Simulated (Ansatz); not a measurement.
`N#[C][GaH][F]` + `BN` → `B[NH][GaH][F]` + `C#N` at 500 K and 1 bar (ligand exchange at a Ga–C bond).

Computed with Ansatz on PBE0-D4/def2-TZVP structures; ΔE is electronic, products minus reactants. CCSD(T)/CBS adds triple-zeta CCSD(T) − MP2 to the extrapolated MP2 energy (def2 sets, frozen cores). This one scheme is used for every species. For Ga outer-core shells are correlated without core-valence functions, which leaves a few kJ/mol of doubt a bond. Scalar relativity is left out up to krypton. Each species was taken in one conformer, which may not be the lowest.

| species | CCSD(T)/CBS energy (Eh) | H − E (kJ/mol) | S (J/(mol·K)) |
| --- | --- | --- | --- |
| `N#[C][GaH][F]` | -2117.11015 | 76.3 | 352.3 |
| `BN` | -81.93499 | 148.8 | 257.4 |
| `B[NH][GaH][F]` | -2105.72573 | 162.7 | 377.5 |
| `C#N` | -93.32098 | 60.1 | 220.8 |

H − E and S are ideal-gas, rigid-rotor, harmonic terms from PBE0-D4/def2-TZVP, for one conformer and one mirror image of each species. 1 Eh = 2625.50 kJ/mol, R = 8.31446 J/(mol·K).

Question: By hand: ΔE, ΔH, ΔS and ΔG.

Answer: ΔE = (-2105.72573) + (-93.32098) − (-2117.11015) − (-81.93499) = -0.00157 Eh = -4.1 kJ/mol. Δ(H − E) = 162.7 + 60.1 − 76.3 − 148.8 = -2.3, so ΔH = -6.4 kJ/mol. ΔS = 377.5 + 220.8 − 352.3 − 257.4 = -11.4 J/(mol·K). ΔG = -6.4 − 500 × (-11.4)/1000 = -0.7 kJ/mol.

Question: By hand: the equilibrium constant, and the temperature at which ΔG would vanish if ΔH and ΔS stayed fixed.

Answer: log₁₀ K = −ΔG/(RT ln 10) = 0.1. ΔG = 0 at ΔH/ΔS = 561 K, though so small a ΔH makes that figure unsure.

TΔS isn't small against ΔH here. The sign of ΔG lies within the doubt. A doubt of 5 kJ/mol in ΔE shifts log₁₀ K by 0.5 here. Other conformers and mirror images would add mixing entropy, several J/(mol·K) or more a flexible species. These are equilibria of isolated gas molecules and say nothing of rates. Largest T1 diagnostic: 0.015 (customary marks: 0.02 for closed shells, 0.045 for open ones).
